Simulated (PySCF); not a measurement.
Species: CH8NTl.
Geometry (PBE0-D3(BJ)/def2-SVP, Å), atoms numbered from 1 in this order:
```
atom  x, y, z in Å
C1    -1.814   -0.284   -0.058
Tl2   -0.150    1.155    0.282
N3     1.693   -0.570   -0.142
H4    -2.760    0.268   -0.167
H5    -1.910   -0.982    0.786
H6    -1.639   -0.851   -0.984
H7     0.386    1.499    1.920
H8     0.348    2.197   -1.043
H9     1.649   -0.938   -1.091
H10    2.616   -0.158   -0.017
H11    1.619   -1.359    0.498
```

Level of theory: PBE0-D3(BJ)/def2-SVP geometry optimisation, gas phase, def2 core potentials past Kr in PySCF 2.14.0.

**Question.** Which atoms are bound to Tl2, and at what distances?

**Answer.** 4 atoms: H7 1.757 Å, H8 1.758 Å, C1 2.227 Å, N3 2.559 Å. The nearest atom not counted as bound is H4, at 2.79 Å (others tie with it).

**Question.** List the angles at Tl2.

**Answer.** 
```json
{"angle": "H7–Tl2–H8", "degrees": "120.0", "distance of the outer atoms (Å)": "3.04"}
{"angle": "C1–Tl2–H7", "degrees": "119.8", "distance of the outer atoms (Å)": "3.45"}
{"angle": "C1–Tl2–H8", "degrees": "118.7", "distance of the outer atoms (Å)": "3.44"}
{"angle": "C1–Tl2–N3", "degrees": "94.4", "distance of the outer atoms (Å)": "3.52"}
{"angle": "N3–Tl2–H8", "degrees": "94.1", "distance of the outer atoms (Å)": "3.21"}
{"angle": "N3–Tl2–H7", "degrees": "93.8", "distance of the outer atoms (Å)": "3.20"}
```

**Question.** Describe the arrangement about Tl2 in numbers.

**Answer.** Angles from 93.8° to 120.0°; τ4 = (360° − α − β)/141° = 0.85 with α and β the two widest (0 for a square, 1 for a tetrahedron).

**Question.** What are the other bond lengths?

**Answer.** C1–H4, C1–H5, C1–H6 1.100 Å; N3–H9, N3–H10, N3–H11 1.019 Å.

**Question.** What are the rotational constants (commonest isotopes, rigid rotor)?

**Answer.** A = 6159, B = 4086, C = 2654 MHz: an asymmetric top.

Charge 0, singlet. Not checked by PBE0-D3(BJ)/def2-SVP frequencies.

Hardware: one thread, Arm Neoverse V2 (aarch64), on a shared host. Cost: 32 s of wall time, 0.40 GiB resident at most. That covers the optimisation of the geometry.
